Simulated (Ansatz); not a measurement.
Ideal-gas functions of `F[SiH](F)Br` at 400 K and 1 bar, from an Ansatz frequency run at PBE0-D4/def2-TZVP.

Molar mass 146.99 g/mol, point group Cs (symmetry number 1), electronic degeneracy 1, moments of inertia 72.102, 248.643, 299.68 u Å². Harmonic wavenumbers (cm⁻¹, unscaled): 199, 237, 348, 468, 821, 822, 894, 981, 2330.

Use S(trans) = R[1.5 ln M + 2.5 ln T − 1.1517]; rotational temperatures θ = 24.2544 K / I; S(rot) = R[ln(√π/σ · √(T³/θAθBθC)) + 1.5]; for each mode x = 1.438777 ν̃/T, S = R[x/(eˣ − 1) − ln(1 − e⁻ˣ)] and H = RT x/(eˣ − 1); 1 cm⁻¹ = 0.0119627 kJ/mol; R = 8.31446 J/(mol·K).

Question: By hand: the entropy, in J/(mol·K).

Answer: Translation 177.2. Rotation: θ = 0.3364, 0.0975, 0.0809 K, giving 116.6. Vibration, mode by mode: 11.27, 9.89, 6.97, 4.90, 1.80, 1.79, 1.46, 1.13, 0.02, in all 39.2. Electronic 0.0. Sum 333.0 J/(mol·K).

Question: By hand: H − E and G − E in kJ/mol, counted from the electronic energy.

Answer: Zero-point energy ½ × 7100 × 0.0119627 = 42.5; thermal vibration 9.2; translation, rotation and pV give 4 RT = 13.3. H − E = 65.0 kJ/mol, and G − E = 65.0 − 400 × 333.0/1000 = -68.2 kJ/mol.

Vibration gives 12 % of the entropy.
